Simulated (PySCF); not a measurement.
C₆ coefficients of unlike pairs at PBE0

Calculated with PySCF 2.14 from the dipole response of each species, C₆(A,B) = (3/π) ∫ α_A(iu) α_B(iu) du, in atomic units, from isotropic polarisabilities. For ions this is the dispersion term alone; charge-induced terms of lower order in 1/R come first.

```csv
species,configuration,basis,relativity,α (bohr³),C₆ (like pair)
S²⁺,[Ne] 3s2 3p2 (3P),dyall-av3z (19s12p3d2f),spin-free X2C,7.242,26.21
C,[He] 2s2 2p2 (3P),aug-cc-pCVQZ-DK (9s8p6d4f2g),spin-free X2C,12.69,50.81
Ru²⁺,[Kr] 4d6 (5D),aug-cc-pVTZ-PP with ECP28MDF (6s6p5d3f2g),core potential,8.198,43.86
V,[Ar] 3d3 4s2 (4F),aug-cc-pVTZ-DK (8s7p5d3f2g),spin-free X2C,95.44,1041
```

**Question.** Estimate C₆ for V with S²⁺.

**Answer.** The integral gives 135.2. The combination rule 2 C_A C_B / (C_A α_B/α_A + C_B α_A/α_B) gives 128.6 and the geometric mean 165.2.

No spin-orbit coupling is included.

The other pairs:

```json
{"pair": "V, C", "C₆": "207.7"}
{"pair": "V, Ru²⁺", "C₆": "160.4"}
{"pair": "Ru²⁺, C", "C₆": "44.27"}
{"pair": "Ru²⁺, S²⁺", "C₆": "33.24"}
{"pair": "C, S²⁺", "C₆": "35.83"}
```
